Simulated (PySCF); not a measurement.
diethyl ether (C4H10O), singlet, geometry from GFN2-xTB; PBE/6-31G (PySCF).

Here is a job for PySCF.
```python
from pyscf import gto, scf, dft

mol = gto.Mole()
mol.atom = '''
    C     2.310993    0.429477   -0.101282
    C     0.806769    0.652775   -0.113293
    O     0.180120   -0.517695    0.366001
    C    -1.200705   -0.396782    0.609424
    C    -2.054427   -0.300458   -0.654687
    H     2.645654    0.214595    0.909714
    H     2.560890   -0.417470   -0.733897
    H     2.822100    1.315147   -0.468628
    H     0.541827    1.506769    0.531197
    H     0.472670    0.881418   -1.136113
    H    -1.394038    0.475801    1.254009
    H    -1.463539   -1.303290    1.161448
    H    -3.105742   -0.361442   -0.387101
    H    -1.812346   -1.120138   -1.326558
    H    -1.884219    0.640103   -1.173059
'''
mol.basis = '6-31g'
mol.charge = 0
mol.spin = 0
mol.verbose = 4
mol.build()

mf = dft.RKS(mol)
mf.xc = 'pbe'
mf.level_shift = 0.3
mf.max_cycle = 100
mf.kernel()
mf.analyze()
```

It wrote (shortened):

```
PySCF version 2.14.0

[INPUT] verbose = 4
[INPUT] num. atoms = 15
[INPUT] num. electrons = 42
[INPUT] charge = 0
[INPUT] spin (= nelec alpha-beta = 2S) = 0
[INPUT] symmetry False subgroup None
[INPUT] Mole.unit = angstrom
[INPUT] Symbol           X                Y                Z      unit          X                Y                Z       unit  Magmom
[...]
nuclear repulsion = 191.929785459942
number of shells = 45
number of NR pGTOs = 150
number of NR cGTOs = 65
basis = 6-31g
ecp = {}

******** <class 'pyscf.dft.rks.RKS'> ********
method = RKS
initial guess = minao
damping factor = 0
level_shift factor = 0.3
DIIS = <class 'pyscf.scf.diis.CDIIS'>
diis_start_cycle = 1
diis_space = 8
diis_damp = 0
SCF conv_tol = 1e-09
SCF conv_tol_grad = None
SCF max_cycles = 100
direct_scf = True
direct_scf_tol = 1e-13
XC library pyscf.dft.libxc version 7.1.2
    S. Lehtola, C. Steigemann, M. J. T. Oliveira, and M. A. L. Marques,  SoftwareX 7, 1–5 (2018)
XC functionals = pbe
    J. P. Perdew, K. Burke, and M. Ernzerhof,  Phys. Rev. Lett. 77, 3865 (1996)
    J. P. Perdew, K. Burke, and M. Ernzerhof,  Phys. Rev. Lett. 78, 1396 (1997)
    J. P. Perdew, K. Burke, and M. Ernzerhof,  Phys. Rev. Lett. 77, 3865 (1996)
    J. P. Perdew, K. Burke, and M. Ernzerhof,  Phys. Rev. Lett. 78, 1396 (1997)
radial grids:
    Treutler-Ahlrichs [JCP 102, 346 (1995); DOI:10.1063/1.469408] (M4) radial grids

becke partition: Becke, JCP 88, 2547 (1988); DOI:10.1063/1.454033
pruning grids: <function nwchem_prune>
grids dens level: 3
symmetrized grids: False
atomic radii adjust function: <function treutler_atomic_radii_adjust>
small_rho_cutoff = 0
Set gradient conv threshold to 3.16228e-05
Initial guess from minao.
tot grids = 168640
init E= -233.465870504546
[...]
cycle= 1 E= -233.189854184544  delta_E= 0.276  |g|= 0.626  |ddm|= 3.19
[...]
cycle= 2 E= -233.182601022511  delta_E= 0.00725  |g|= 0.736  |ddm|=  1.3
[...]
cycle= 3 E= -233.271200394566  delta_E= -0.0886  |g|=  0.2  |ddm|= 0.336
[...]
cycle= 4 E= -233.279050623867  delta_E= -0.00785  |g|= 0.0527  |ddm|= 0.162
[...]
cycle= 5 E= -233.279649920416  delta_E= -0.000599  |g|= 0.00682  |ddm|= 0.0673
[...]
cycle= 6 E= -233.279665756297  delta_E= -1.58e-05  |g|= 0.00199  |ddm|= 0.0153
[...]
cycle= 7 E= -233.279667667483  delta_E= -1.91e-06  |g|= 0.000678  |ddm|= 0.00654
[...]
cycle= 8 E= -233.279667936261  delta_E= -2.69e-07  |g|= 0.000233  |ddm|= 0.00246
[...]
cycle= 9 E= -233.279667975303  delta_E= -3.9e-08  |g|= 0.000117  |ddm|= 0.00101
[...]
cycle= 10 E= -233.279667983552  delta_E= -8.25e-09  |g|= 5.76e-05  |ddm|= 0.000459
[...]
cycle= 11 E= -233.27966798542  delta_E= -1.87e-09  |g|= 2.69e-05  |ddm|= 0.000211
[...]
cycle= 12 E= -233.279667985847  delta_E= -4.27e-10  |g|= 1.26e-05  |ddm|= 0.000104
[...]
Extra cycle  E= -233.279667985843  delta_E= 4.49e-12  |g|= 2.59e-05  |ddm|= 0.00012
converged SCF energy = -233.279667985843
**** SCF Summaries ****
Total Energy =                        -233.279667985842622
Nuclear Repulsion Energy =             191.929785459941883
One-electron Energy =                 -695.340620955682425
Two-electron Energy =                  270.131167509897921
Two-electron Coulomb Energy =          303.887308578240209
DFT Exchange-Correlation Energy =      -33.756141068342302
HOMO-LUMO gap [eV] =                     7.105359128785516
**** MO energy ****
[...]
 ** Mulliken pop on meta-lowdin orthogonal AOs  **
 ** Mulliken pop  **
 ** Mulliken atomic charges  **
charge of    0C =     -0.33309
charge of    1C =     -0.01430
charge of    2O =     -0.36577
charge of    3C =     -0.01746
charge of    4C =     -0.35151
charge of    5H =      0.11857
charge of    6H =      0.11971
charge of    7H =      0.11447
charge of    8H =      0.08633
charge of    9H =      0.09075
charge of   10H =      0.08688
charge of   11H =      0.12037
charge of   12H =      0.11720
charge of   13H =      0.11797
charge of   14H =      0.10987
Dipole moment(X, Y, Z, Debye): -0.68370,  1.09279, -0.30110
```
